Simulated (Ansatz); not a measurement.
Species: C$_{8}$H$_{13}$BO, SMILES `B[C@]1(C=O)[C@H]2CC[C@@H]1CC2` (charge 0, multiplicity 1).

Q: Give a relaxed geometry from PBE0-D4/def2-SVP (Ansatz, a program for electronic structure).

A: One answer among several that fit: the end point of this relaxation, one of several conformers (outside a Z-matrix the atoms follow the SMILES, hydrogens last).
Z-matrix (Å, degrees):
```
C
C 1 1.5037
O 2 1.2031 1 125.27
H 2 1.1230 3 120.73 1 -177.77
C 1 1.5454 2 115.82 4 -160.51
H 5 1.0984 1 115.21 2 -63.72
C 5 1.5345 6 114.45 1 118.40
H 7 1.0994 5 111.45 6 -42.60
H 7 1.1003 8 107.00 5 -121.77
C 5 1.5397 6 113.68 7 124.23
H 10 1.0981 5 110.77 6 40.34
H 10 1.1004 11 107.57 5 121.74
C 10 1.5485 11 111.40 12 123.97
H 13 1.1012 10 113.38 11 -118.69
H 13 1.1018 14 106.85 10 -123.18
C 13 1.5373 14 110.98 15 -120.74
H 16 1.1001 13 114.01 14 75.82
C 16 1.5359 17 114.39 13 125.44
H 18 1.1008 16 110.77 17 -78.15
H 18 1.1016 19 106.69 16 -121.43
B 1 1.5656 2 106.98 4 62.44
H 21 1.2073 1 122.25 2 149.71
H 21 1.2105 22 118.35 8 -168.53
```
